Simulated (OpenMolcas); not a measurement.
## Computed transition rates of Cu IV

```
Program             : OpenMolcas 26.06
Method              : SS-CASPT2, IPEA 0.25 Eh, imaginary shift 0.1 Eh (closed shells correlated: 3s 3p)
Basis               : ANO-RCC-VQZP [7s6p4d3f2g1h]
Scalar Hamiltonian  : DKH2, point nucleus
Active space        : 8 electrons in 10 orbitals (3d 4d)
State averaging     : 2S+1 = 3 even, 10 roots; 2S+1 = 1 even, 15 roots
Spin-orbit coupling : state interaction with AMFI integrals over the reference wave functions, term energies averaged over their components
```

Rates come from the transition moments of the reference wave functions (E1 and E2 in the length form). At fixed line strength A goes as λ^-3 for E1 and M1 and as λ^-5 for E2, so a rate at the computed wavelength can be rescaled to the measured one. Measured vacuum wavelengths follow from level energies in Sugar and Musgrove, J. Phys. Chem. Ref. Data 19, 527 (1990). Branching counts decays inside the model space alone, at computed energies, and the table is only a selection of the E2 and M1 lines, drawn from those between levels with measured partners whose computed energy lies within a factor of 1.5 of the measured one.

```json
{"Upper": "3d⁸ ¹S₀", "Lower": "3d⁸ ¹D₂", "Type": "E2", "λ computed (nm)": "219", "λ measured (nm)": "221.2", "A computed (s-1)": "1.87e+01", "A rescaled (s-1)": "1.78e+01", "Branching %": "55.5"}
{"Upper": "3d⁸ ¹S₀", "Lower": "3d⁸ ³P₁", "Type": "M1", "λ computed (nm)": "241.7", "λ measured (nm)": "241.8", "A computed (s-1)": "1.24e+01", "A rescaled (s-1)": "", "Branching %": "36.6"}
{"Upper": "3d⁸ ¹S₀", "Lower": "3d⁸ ³P₂", "Type": "E2", "λ computed (nm)": "239.4", "λ measured (nm)": "239.5", "A computed (s-1)": "2.30e+00", "A rescaled (s-1)": "", "Branching %": "6.8"}
{"Upper": "3d⁸ ¹D₂", "Lower": "3d⁸ ³F₃", "Type": "M1", "λ computed (nm)": "713.6", "λ measured (nm)": "695.1", "A computed (s-1)": "1.06e+00", "A rescaled (s-1)": "", "Branching %": "70.4"}
{"Upper": "3d⁸ ¹G₄", "Lower": "3d⁸ ³F₄", "Type": "M1", "λ computed (nm)": "369", "λ measured (nm)": "371.6", "A computed (s-1)": "7.71e-01", "A rescaled (s-1)": "", "Branching %": "67.1"}
{"Upper": "3d⁸ ¹D₂", "Lower": "3d⁸ ³F₂", "Type": "M1", "λ computed (nm)": "780.3", "λ measured (nm)": "759.3", "A computed (s-1)": "4.38e-01", "A rescaled (s-1)": "", "Branching %": "29.2"}
{"Upper": "3d⁸ ¹S₀", "Lower": "3d⁸ ³F₂", "Type": "E2", "λ computed (nm)": "171", "λ measured (nm)": "171.3", "A computed (s-1)": "3.82e-01", "A rescaled (s-1)": "", "Branching %": "1.1"}
{"Upper": "3d⁸ ¹G₄", "Lower": "3d⁸ ³F₃", "Type": "M1", "λ computed (nm)": "395.8", "λ measured (nm)": "399.2", "A computed (s-1)": "3.75e-01", "A rescaled (s-1)": "", "Branching %": "32.7"}
{"Upper": "3d⁸ ³P₂", "Lower": "3d⁸ ¹D₂", "Type": "M1", "λ computed (nm)": "2577", "λ measured (nm)": "2900", "A computed (s-1)": "2.82e-01", "A rescaled (s-1)": "", "Branching %": "45.1"}
{"Upper": "3d⁸ ³P₁", "Lower": "3d⁸ ¹D₂", "Type": "M1", "λ computed (nm)": "2340", "λ measured (nm)": "2598", "A computed (s-1)": "2.40e-01", "A rescaled (s-1)": "", "Branching %": "71.1"}
{"Upper": "3d⁸ ³P₂", "Lower": "3d⁸ ³F₃", "Type": "M1", "λ computed (nm)": "558.8", "λ measured (nm)": "560.7", "A computed (s-1)": "2.04e-01", "A rescaled (s-1)": "", "Branching %": "32.6"}
{"Upper": "3d⁸ ³F₃", "Lower": "3d⁸ ³F₄", "Type": "M1", "λ computed (nm)": "5457", "λ measured (nm)": "5372", "A computed (s-1)": "1.61e-01", "A rescaled (s-1)": "1.69e-01", "Branching %": "100.0"}
{"Upper": "3d⁸ ³P₂", "Lower": "3d⁸ ³F₄", "Type": "E2", "λ computed (nm)": "506.9", "λ measured (nm)": "507.7", "A computed (s-1)": "9.28e-02", "A rescaled (s-1)": "9.21e-02", "Branching %": "14.8"}
{"Upper": "3d⁸ ³P₀", "Lower": "3d⁸ ³F₂", "Type": "E2", "λ computed (nm)": "574.1", "λ measured (nm)": "576.5", "A computed (s-1)": "7.80e-02", "A rescaled (s-1)": "7.64e-02", "Branching %": "97.6"}
{"Upper": "3d⁸ ³P₁", "Lower": "3d⁸ ³F₃", "Type": "E2", "λ computed (nm)": "546.8", "λ measured (nm)": "548.4", "A computed (s-1)": "6.50e-02", "A rescaled (s-1)": "6.41e-02", "Branching %": "19.3"}
{"Upper": "3d⁸ ³F₂", "Lower": "3d⁸ ³F₃", "Type": "M1", "λ computed (nm)": "8344", "λ measured (nm)": "8222", "A computed (s-1)": "6.15e-02", "A rescaled (s-1)": "6.43e-02", "Branching %": "100.0"}
{"Upper": "3d⁸ ³P₂", "Lower": "3d⁸ ³F₂", "Type": "M1", "λ computed (nm)": "599", "λ measured (nm)": "601.7", "A computed (s-1)": "2.97e-02", "A rescaled (s-1)": "", "Branching %": "4.8"}
{"Upper": "3d⁸ ³P₁", "Lower": "3d⁸ ³F₂", "Type": "E2", "λ computed (nm)": "585.1", "λ measured (nm)": "587.6", "A computed (s-1)": "2.23e-02", "A rescaled (s-1)": "2.18e-02", "Branching %": "6.6"}
{"Upper": "3d⁸ ³P₂", "Lower": "3d⁸ ³F₃", "Type": "E2", "λ computed (nm)": "558.8", "λ measured (nm)": "560.7", "A computed (s-1)": "1.55e-02", "A rescaled (s-1)": "1.52e-02", "Branching %": "2.5"}
{"Upper": "3d⁸ ³P₁", "Lower": "3d⁸ ³F₂", "Type": "M1", "λ computed (nm)": "585.1", "λ measured (nm)": "587.6", "A computed (s-1)": "8.88e-03", "A rescaled (s-1)": "", "Branching %": "2.6"}
{"Upper": "3d⁸ ³P₀", "Lower": "3d⁸ ³P₁", "Type": "M1", "λ computed (nm)": "30370", "λ measured (nm)": "30670", "A computed (s-1)": "1.93e-03", "A rescaled (s-1)": "1.87e-03", "Branching %": "2.4"}
```

Spin-changing lines and M1 lines between different terms are not rescaled, since their strength hangs on the term gaps too.

The largest correction is for 3d⁸ ¹S₀ → 3d⁸ ¹D₂ (E2): 1.87e+01 × (219 / 221.2)^5 = 1.78e+01 s-1, a factor of 0.95.

The computed rate and branching of 3d⁸ ³F₃ → 3d⁸ ³F₄ give the upper level a radiative lifetime of 1.000 / 1.61e-01 s-1 = 6.21e+00 s, counting decays inside the model space alone. The rescaled rate gives about 5.9e+00 s.

These are rates of the free ion; in crystals, glasses and complexes forced electric-dipole and non-radiative decay shorten such lifetimes by orders of magnitude. No measured rate stands beside these. Rescaling mends the energy factor alone: line strengths can still be far off where a level mixes with configurations outside the active space, and weak or spin-changing lines hang on small mixing coefficients that depend on the term gaps too, so rescaling need not improve them.

CASPT2 breaks the degeneracy within a term, and the mean is taken; among the terms shown or strongly mixed into the levels shown the widest spread is 630 cm-1 (3d⁸ ¹G). Active for correlation alone: 4d; no level in the range computed is led by a configuration that fills it, so any true level of that kind is missing. Computed and measured levels are paired by configuration, term and J; levels that our copy of the source lacks, or whose pairing is in doubt (as where it misses far off the trend of its configuration), stay unpaired. Levels of configurations outside the active space are missing.
